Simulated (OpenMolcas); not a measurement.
# Worked example: vertical ionisation energy of CH3BClFO (SMILES OC(F)BCl)

The species is CH3BClFO (8 atoms), meant as a singlet with charge 0. SMILES: `OC(F)BCl`. The coordinates come from a PBE0-D4/def2-TZVP relaxation. This is one conformer, not always the lowest.

Both states at this one shape; open shells run unrestricted unless said. 1 Eh = 27.2114 eV.

| level | program | singlet CH3BClFO (Eh) | doublet CH3BClFO+ (Eh) | HOMO of the first (eV) |
| --- | --- | --- | --- | --- |
| HF/def2-SVP | OpenMolcas | -697.792886 | -697.387778 | -12.09 |
| B3LYP/def2-SVP | OpenMolcas | -699.735142 | -699.340549 | -8.17 |

Problem. Work out the vertical ionisation energy at each level.

Solution. 
1. HF/def2-SVP: -697.387778 − (-697.792886) = 0.405108 Eh = 11.02 eV; −ε(HOMO) = 12.09 eV.
2. B3LYP/def2-SVP: -699.340549 − (-699.735142) = 0.394593 Eh = 10.74 eV; −ε(HOMO) = 8.17 eV.

No measured value is set beside it here; the levels span 10.74 to 11.02 eV. In Hartree–Fock, −ε(HOMO) (Koopmans) exceeds the difference of totals by the orbital relaxation of the ion.
